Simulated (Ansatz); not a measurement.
`[F][Mg][O][SiH3]` + `C[CH2][ZnH]` → `[CH3][Mg][F]` + `[SiH3]O[CH2][ZnH]`  (redistribution)

Gas-phase electronic energies from Ansatz, PBE0-D4/def2-TZVP geometries. CCSD(T)/CBS is the MP2 limit (def2-TZVPP, def2-QZVPP) plus CCSD(T) − MP2 in def2-TZVPP, frozen cores. Functionals use def2-TZVPP. B3LYP here is the variant with VWN-RPA as its local correlation; programs differ in this. For Mg, Zn outer-core shells are correlated without core-valence functions, which leaves a few kJ/mol of doubt a bond. Scalar relativity is left out up to krypton. Each species was taken in one conformer, which may not be the lowest.

`[F][Mg][O][SiH3]`:

```xyz
7

F     1.965    3.343    0.601
Mg    1.090    1.855    0.333
O     0.198    0.336    0.060
Si   -0.611   -1.039   -0.187
H    -0.302   -2.043    0.872
H    -2.085   -0.807   -0.176
H    -0.256   -1.644   -1.503
```

`C[CH2][ZnH]`:

```xyz
9

C    -0.136    0.330    1.082
C     0.599   -0.076   -0.195
Zn   -0.542   -0.504   -1.724
H    -0.753    1.221    0.933
H     0.558    0.557    1.898
H    -0.801   -0.460    1.441
H     1.236   -0.946    0.000
H     1.284    0.722   -0.503
H    -1.445   -0.843   -2.933
```

`[CH3][Mg][F]`:

```xyz
6

C     0.181    0.361    0.671
Mg   -0.298   -0.593   -1.101
F    -0.705   -1.404   -2.609
H     1.264    0.456    0.794
H    -0.242    1.369    0.710
H    -0.200   -0.189    1.536
```

`[SiH3]O[CH2][ZnH]`:

```xyz
10

Si   -1.677   -0.263   -0.539
O    -0.371   -0.196    0.457
C     0.897    0.231   -0.063
Zn    2.189    0.163    1.418
H    -2.820   -0.733    0.280
H    -1.432   -1.203   -1.669
H    -1.973    1.079   -1.115
H     0.812    1.245   -0.478
H     1.203   -0.420   -0.894
H     3.174    0.097    2.603
```

```tsv
level	ΔE (kcal/mol)	difference from CCSD(T)/CBS
PBE-D4	46.5	-5.4
revPBE-D4	46.7	-5.2
r2SCAN-D4	50.8	-1.1
B3LYP-D4	48.8	-3.1
r2SCAN0-D4	51.7	-0.2
ωB97X-V	49.6	-2.3
ωB97M-V	48.9	-3.0
B2PLYP	50.7	-1.2
PBE	46.7	-5.2
revPBE	47.0	-4.9
r2SCANh	51.3	-0.6
CAM-B3LYP	49.8	-2.1
HF/def2-SVP	56.6	4.7
CCSD(T)/def2-SVP	55.4	3.5
SCS-MP2/def2-QZVPP	53.8	1.9
MP2/CBS(def2)	54.3	2.4
CCSD(T)/CBS	51.9	0
```

(1) What do rigid-rotor, harmonic-oscillator terms from PBE0-D4/def2-TZVP frequencies (298.15 K, 1 bar) make of the CCSD(T)/CBS value? (An estimate is asked.)

Largest T1 diagnostic among the species: 0.014.

Results:

(1) Ansatz gave: ΔZPE = -1.8 kcal/mol, ΔH = +50.4 kcal/mol, ΔS = 5 J/(mol·K), ΔG = +50.1 kcal/mol. Modes under 50 cm⁻¹ make the entropy rough.

From PBE to PBE0 (25 % exact exchange), in def2-TZVPP and without D4, ΔE moves by +2.4 kcal/mol. Leaving LDA and LC-ωPBE aside and taking each functional with its dispersion term where it has one, the values, not all of them listed here, spread over 5.4 kcal/mol, from PBE-D4 to PBE-QIDH. At CCSD(T), def2-SVP lies +3.5 kcal/mol from the extrapolated value and def2-TZVPP −1.1 kcal/mol.
